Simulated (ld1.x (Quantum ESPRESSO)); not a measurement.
Logarithmic derivatives: V, PAW

ld1.x (Quantum ESPRESSO) 7.5 input, shortened:

```
&input
   title='V', zed=23., rel=1, dft='PBE', iswitch=3,
   config='[Ar] 3d3 4s2 4p0'
 /
 &inputp
   pseudotype=3, lpaw=.true., tm=.true., lloc=-1, rcloc=2.30,
   nlcc=.true., new_core_ps=.true., rcore=1.00,
   which_augfun='PSQ', rmatch_augfun_nc=.true.
 /
6
3S  1  0   2.00   0.00  1.25  1.45  0.0
4S  2  0   2.00   0.00  1.25  1.45  0.0
3P  2  1   6.00   0.00  1.50  1.90  0.0
4P  3  1   0.00   0.00  1.50  1.90  0.0
3D  3  2   3.00   0.00  1.90  2.45  0.0
3D  3  2   0.00   4.45  1.90  2.45  0.0
 &test
   configts(1)='3s2 3p6 3d3 4s2 4p0'
 /
```

The phase is arctan(r·u′/u) with u = r·R(r), unwrapped; energies in Ry, scanned from -7 to 5 Ry. A pole is an energy at which the radial function vanishes at the test radius. The pseudo phase is shifted by a multiple of π to meet the all-electron one at the reference energy, and phase errors are pseudo minus all-electron; the curves can meet again beyond the range given. Levels narrower than the energy grid can be missing from the lists of poles.

```json
{"channel": "s", "radius (bohr)": "2.64", "reference energy (Ry)": "-0.35", "poles, all-electron": "-5.14, 2.02", "poles, pseudo": "-5.14, 2.02", "unbroken range about the reference energy with phases within 0.05 rad": "the whole range", "phase error 1 Ry above the reference energy (rad)": "+0.000"}
{"channel": "p", "radius (bohr)": "2.64", "reference energy (Ry)": "-0.11", "poles, all-electron": "-3.20, 2.95", "poles, pseudo": "-3.20, 2.93", "unbroken range about the reference energy with phases within 0.05 rad": "the whole range", "phase error 1 Ry above the reference energy (rad)": "-0.001"}
{"channel": "d", "radius (bohr)": "2.64", "reference energy (Ry)": "-0.38", "poles, all-electron": "-0.16, 4.41", "poles, pseudo": "-0.15, 4.41", "unbroken range about the reference energy with phases within 0.05 rad": "below 1.0", "phase error 1 Ry above the reference energy (rad)": "+0.026"}
```

Phases in the s channel:

| E (Ry) | all-electron | pseudo |
| --- | --- | --- |
| -7.00 | 1.416 | 1.416 |
| -6.74 | 1.412 | 1.412 |
| -6.48 | 1.408 | 1.408 |
| -6.22 | 1.403 | 1.403 |
| -5.96 | 1.397 | 1.397 |
| -5.70 | 1.390 | 1.390 |
| -5.44 | 1.375 | 1.375 |
| -5.18 | 0.560 | 0.563 |
| -4.92 | -1.739 | -1.739 |
| -4.66 | -1.755 | -1.755 |
| -4.40 | -1.765 | -1.765 |
| -4.14 | -1.775 | -1.775 |
| -3.88 | -1.784 | -1.784 |
| -3.62 | -1.795 | -1.795 |
| -3.36 | -1.807 | -1.807 |
| -3.10 | -1.820 | -1.820 |
| -2.84 | -1.836 | -1.836 |
| -2.58 | -1.855 | -1.855 |
| -2.32 | -1.877 | -1.877 |
| -2.06 | -1.905 | -1.905 |
| -1.80 | -1.942 | -1.942 |
| -1.54 | -1.991 | -1.991 |
| -1.28 | -2.061 | -2.060 |
| -1.02 | -2.166 | -2.166 |
| -0.76 | -2.341 | -2.341 |
| -0.50 | -2.659 | -2.659 |
| -0.24 | -3.208 | -3.208 |
| 0.02 | -3.796 | -3.796 |
| 0.28 | -4.162 | -4.162 |
| 0.54 | -4.362 | -4.362 |
| 0.80 | -4.481 | -4.481 |
| 1.06 | -4.559 | -4.559 |
| 1.32 | -4.614 | -4.614 |
| 1.58 | -4.657 | -4.657 |
| 1.84 | -4.691 | -4.691 |
| 2.10 | -4.721 | -4.720 |
| 2.36 | -4.747 | -4.746 |
| 2.62 | -4.771 | -4.771 |
| 2.88 | -4.795 | -4.794 |
| 3.14 | -4.818 | -4.818 |
| 3.40 | -4.843 | -4.843 |
| 3.66 | -4.871 | -4.870 |
| 3.92 | -4.903 | -4.902 |
| 4.18 | -4.941 | -4.940 |
| 4.44 | -4.990 | -4.988 |
| 4.70 | -5.057 | -5.053 |
| 4.96 | -5.154 | -5.149 |
